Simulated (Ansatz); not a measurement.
Geometry optimisation, RKS PBE-D4/def2-SVP in Ansatz 0.2.0.

Input file:

```yaml
crystal:
  periodic: [false, false, false]
  atoms:
    - { symbol: W, position_ang: [0.231131, -0.077197, 0.217971] }
    - { symbol: O, position_ang: [-0.366834, 0.065, 2.043312] }
    - { symbol: H, position_ang: [-1.243038, -0.090307, 2.447558] }
    - { symbol: O, position_ang: [1.870022, -0.497582, -0.735318] }
    - { symbol: H, position_ang: [2.703517, -0.4674, -0.217279] }
    - { symbol: H, position_ang: [-0.389554, 1.262805, -0.611806] }
    - { symbol: H, position_ang: [-1.448128, -0.160199, -0.018516] }
    - { symbol: H, position_ang: [-0.436698, -1.591868, -0.062174] }
    - { symbol: H, position_ang: [-0.320846, -0.432851, -1.333277] }
    - { symbol: H, position_ang: [1.951057, 1.755597, 1.701472] }
    - { symbol: H, position_ang: [1.37557, 1.436901, 2.007458] }
basis:
  gaussian: { orbitals: def2-SVP }
hamiltonian:
  xc: pbe
  dispersion: d4
relax:
  f_tol: 0.03
  max_steps: 50
```

Launched with:

```bash
$ ansatz run input.yaml --threads 2 --pin off --max-ram 3072MiB --backend cpu --events-out ev --progress --plain --runs-dir out
```

Question: Where does it end, and by what steps?

Answer: It converged. After 18 steps the energy has fallen by 0.129 eV; H10 moved furthest, 0.81 Å.

```
step  energy less start (eV)  largest force component (eV/Å)  accepted
   0                  0.0000                           1.458       yes
   1                 -0.0715                           0.376       yes
   2                 -0.0839                           0.231       yes
   3                 -0.0976                           0.185       yes
   4                 -0.0998                           0.533       yes
   5                 -0.1084                           0.182       yes
   6                 -0.1114                           0.128       yes
   7                 -0.1147                           0.095       yes
   8                 -0.1057                           0.731        no
   9                 -0.1100                           0.420        no
  10                 -0.1172                           0.078       yes
  11                 -0.1190                           0.326       yes
  12                 -0.1143                           0.563        no
  13                 -0.1230                           0.143       yes
  14                 -0.1241                           0.058       yes
  15                 -0.1262                           0.231       yes
  16                 -0.1276                           0.135       yes
  17                 -0.1234                           0.339        no
  18                 -0.1286                           0.028       yes
```

```xyz
11
Properties=species:S:1:pos:R:3
W 0.258 0.007 0.341
O -0.440 -0.151 2.110
H -1.300 -0.501 2.407
O 1.898 -0.607 -0.511
H 2.659 -0.639 0.109
H -0.245 1.455 -0.419
H -1.395 -0.003 -0.018
H -0.465 -1.450 -0.080
H -0.190 -0.244 -1.265
H 1.433 1.893 1.095
H 1.714 1.444 1.671
```

Whether the end is a true minimum wasn't checked by a vibrational analysis.

The run took 40 s on 2 threads of Arm Neoverse V1, with other jobs on the host, peak memory 0.14 GiB.
